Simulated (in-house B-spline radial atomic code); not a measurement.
A fraction x of an electron is removed from 2s in neutral beryllium, starting from [He] 2s2 and keeping the highest spin. Level of theory: non-relativistic LDA exchange-only, spin-polarised, spherical fractional occupations, point nucleus; calculated with a B-spline radial code for spherical atoms.

| x | E(x) - E(0) (eV) | 2s down level (eV) |
| --- | --- | --- |
| 0 | 0.0000 | -4.627 |
| 0.12 | 0.6005 | -5.384 |
| 0.13 | 0.6547 | -5.448 |
| 0.32 | 1.8048 | -6.659 |
| 0.48 | 2.9512 | -7.667 |
| 0.5 | 3.1058 | -7.790 |
| 0.61 | 3.9994 | -8.451 |
| 0.67 | 4.5168 | -8.793 |
| 0.85 | 6.1818 | -9.646 |
| 0.99 | 7.5459 | -9.505 |
| 1 | 7.6394 | - |

The exact functional would give a straight line between the two integer points. Deviations E(x) - E(0) - x[E(1) - E(0)], in eV: -0.316 at x = 0.12, -0.338 at x = 0.13, -0.64 at x = 0.32, -0.716 at x = 0.48, -0.714 at x = 0.5, -0.661 at x = 0.61, -0.602 at x = 0.67, -0.312 at x = 0.85, -0.017 at x = 0.99.

The curve lies below the straight line by up to 0.716 eV (at x = 0.48): convex, the delocalisation error that favours fractional charges.

(1) How well does Slater's transition state (minus the level at half occupation) give the ionisation energy?

## Answers

(1) It gives 7.790 eV against 7.639 eV from the two total energies; NIST lists 9.32 eV, ground level to ground level.
